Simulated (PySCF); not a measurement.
# Ionisation energy of Ir⁵⁴⁺ by level of theory

Ir⁵⁴⁺ [Ar] 3d5 [3d3/2^4 3d5/2^1, M_J = 5/2] → Ir⁵⁵⁺ [Ar] 3d4 [3d3/2^4, M_J = 0], as a difference of total energies. All numbers are calculated (PySCF 2.14, the two-component X2C-1e Hamiltonian, in an even-tempered Gaussian basis (15 s from 15 bohr⁻², ratio 2.8; 12 p from 20 bohr⁻², ratio 2.8; 8 d from 20 bohr⁻², ratio 2.8; 3 f from 66 bohr⁻², ratio 3)). Correlated levels: [Ne] frozen; the 72 highest virtual spinors dropped. "Screened" scales the spin-orbit matrix elements by Boettger's factors to mimic the two-electron term; Breit and QED terms are absent.

```csv
method,ionisation energy (eV)
GHF (spin-free),5291.8
GMP2 (spin-free),5291.7
GHF (screened spin-orbit),5231.6
GMP2 (screened spin-orbit),5231.4
```

Breit and QED terms and the two-electron picture change are absent.

The spin-free rows relax to the high-spin LS determinant and lack the spin-orbit shift.

The labels give the starting determinants; with spin-orbit coupling the two ends relaxed to ⟨J²⟩ = 8.75, ⟨L²⟩ = 6.54, ⟨S²⟩ = 2.75 and ⟨J²⟩ = 0.00, ⟨L²⟩ = 2.47, ⟨S²⟩ = 2.47.

For comparison: 5229 ± 5 eV (theoretical estimate listed by NIST; NIST Atomic Spectra Database, ionization energies).
